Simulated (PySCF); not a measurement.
**Working out the ionisation energy of Sr**

Sr [Kr] 5s2 (1S) → Sr⁺ [Kr] 5s1 (2S). Computed with PySCF 2.14 in x2c-TZVPPall, with the spin-free X2C one-electron Hamiltonian (Gaussian nucleus). Frozen: [Ar] 3d10. Energies in hartree (1 hartree = 27.21139 eV):

```csv
part,Sr (lower),Sr⁺ (upper)
UHF,-3177.319535,-3177.145131
CCSD correlation,-0.233865,-0.202977
(T),-0.007974,-0.005380
```

What does Hartree-Fock give?

(-3177.145131) − (-3177.319535) = 0.174404 hartree = 4.746 eV.

What do CCSD and CCSD(T) give?

The CCSD correlation energies differ by 0.030888 hartree = 0.841 eV and the triples by 0.002594 hartree = 0.071 eV, so CCSD gives 5.587 eV and CCSD(T) 5.658 eV.

Measured between the centres of the two terms (NIST): 5.695 eV, so CCSD(T) (valence and next inner shell) is off by -0.037 eV.

What remains against the reference includes basis incompleteness, the frozen core and higher excitations.
